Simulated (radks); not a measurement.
The numbers below are computed, except where a source is named.
Q: All-electron atom: La4+ in [Kr] 4d10 5s2 5p5 (the NIST ground configuration). Code: a radial shooting solver on a logarithmic mesh with Libxc functionals. Model: scalar-relativistic Kohn-Sham, AM05, spin-polarised, spherical densities, point nucleus; open shells are filled with parallel spins first (spin-orbit coupling, left out, can overturn this in heavy ions). Some entries of the table are withheld. Estimate them.

orbital,occ.,eigenvalue (hartree),<r> (bohr)
1s up,1,-1424.163,0.02508
1s down,1,-1424.161,0.02508
2s up,1,-227.9413,0.1075
2s down,1,-227.9398,0.1075
2p up,3,-204.5050,0.09428
2p down,3,-204.5027,0.09428
3s up,1,-49.84359,0.2855
3s down,1,-49.84127,0.2855
3p up,3,-42.36110,0.2834
3p down,3,-42.35852,0.2834
3d up,5,-31.59822,0.2600
3d down,5,-31.59575,0.2600
4s up,1,-11.16349,0.6541
4s down,1,-11.15899,0.6541
4p up,3,-8.72709,0.6929
4p down,3,-8.72230,0.6927
4d up,5,-5.20119,0.7663
4d down,5,-5.19465,0.7654
5s up,1,(1),1.513
5s down,1,(2),1.513
5p up,3,-2.11196,1.702
5p down,2,-2.07935,1.705
4f up,0,(3),1.067
4f down,0,(4),1.060
6s up,0,(5),3.166
6s down,0,(6),3.188

A: 
(1) 5s up eigenvalue (hartree): -2.75714
(2) 5s down eigenvalue (hartree): -2.72493
(3) 4f up eigenvalue (hartree): -1.52057
(4) 4f down eigenvalue (hartree): -1.50518
(5) 6s up eigenvalue (hartree): -1.04363
(6) 6s down eigenvalue (hartree): -1.03450
